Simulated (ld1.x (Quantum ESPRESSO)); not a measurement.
**Varying the RRKJ potential for gallium**

Base potential:

| Property | Result |
| --- | --- |
| Element | gallium (Ga) |
| Generator | ld1.x (Quantum ESPRESSO) 7.5 |
| Type | norm-conserving RRKJ (Kleinman–Bylander form) |
| Functional | PBEsol |
| Relativity | non-relativistic |
| Frozen core | [Ne] 3s2 |
| Valence charge | 19 |
| Reference configuration | 3p6 3d10 4s2 4p1 |
| Partial waves | 4s (bound): rc 1.80 bohr; 3p (bound): rc 0.60 bohr; 3d (bound): rc 1.10 bohr |
| Local potential | the d channel |
| Core correction | none |
| rho0 | 0.01 |

Occupied shells without a wave of their own: 4p. They enter only through the test configuration that unscreens the potential.

All-electron outer shells of the reference configuration (PBEsol, non-relativistic, ld1.x):

```csv
shell,level (eV),outermost node (bohr),outermost maximum (bohr)
3s,-142.96,0.27,0.57
3p,-97.56,0.24,0.57
3d,-19.78,–,0.53
4s,-8.72,0.82,1.92
4p,-2.61,0.88,2.53
```

Cutoffs, loose and tight: the cutoffs (Ry, on a coarse ladder) from which the occupation-weighted sum of valence levels, in a spherical-Bessel basis at the reference potential, stays within 10 and 1 mRy of its value at 400 Ry. They do not see the model core or the augmentation charge, which bear on the density cutoff. Test errors are all-electron minus pseudo excitation energies from the reference, over the configurations 3p6 3d10 4s2 4p0; 3p6 3d10 4s1 4p0; 3p6 3d10 4s0 4p0; 3p6 3d10 4s1 4p2; 3p6 3d10 4s0 4p3; 3p6 3d10 4s2 4p1.3; 3p6 3d9 4s2 4p2. A dash means not determined; rows that change the core or the reference have their own tests. The largest error is taken over the tests solved by every variant that gives reliable tests at all: 3p6 3d10 4s0 4p0; 3p6 3d10 4s0 4p3; 3p6 3d10 4s1 4p2; 3p6 3d10 4s2 4p0; 3p6 3d10 4s2 4p1.3.

A true bound ghost makes a file unfit for plane-wave use even where its test errors are small: the radial tests pick states by their node count and pass the ghost by. Where a test does run into it, the solver fails or the error is huge.

| change | outcome | cutoff, loose | cutoff, tight | bound ghosts | largest test error (meV) |
| --- | --- | --- | --- | --- | --- |
| base | generated | over 300 Ry | over 300 Ry | s | +446 |
| wave 3d (bound): rc 1.10 bohr becomes 3d (bound): rc 0.70 bohr | generated | over 300 Ry | over 300 Ry | s | -49 |
| wave 3d (bound): rc 1.10 bohr becomes 3d (bound): rc 0.90 bohr | generated | over 300 Ry | over 300 Ry | s | -115 |
| wave 3d (bound): rc 1.10 bohr becomes 3d (bound): rc 1.00 bohr | generated | over 300 Ry | over 300 Ry | s | +236 |
| wave 3d (bound): rc 1.10 bohr becomes 3d (bound): rc 1.20 bohr | generated, misses its reference levels by 0.22 eV | over 300 Ry | over 300 Ry | s | +758 |
| wave 3d (bound): rc 1.10 bohr becomes 3d (bound): rc 1.32 bohr | generated, misses its reference levels by 0.31 eV | over 300 Ry | over 300 Ry | s | +1075 |
| wave 3d (bound): rc 1.10 bohr becomes 3d (bound): rc 1.50 bohr | generated, misses its reference levels by 0.56 eV | over 300 Ry | over 300 Ry | s | +1972 |
| wave 3d (bound): rc 1.10 bohr becomes 3d (bound): rc 1.64 bohr | generated, misses its reference levels by 0.71 eV | over 300 Ry | over 300 Ry | s | no test is counted, since the test run did not reproduce the reference configuration |

Reading the sweep of the d radius (base included, trends over the rows without a ghost): Bound ghosts are found at 0.7, 0.9, 1, 1.1, 1.2, 1.32, 1.5, 1.64 bohr. Every judged row has one, so this setting neither creates nor removes them.
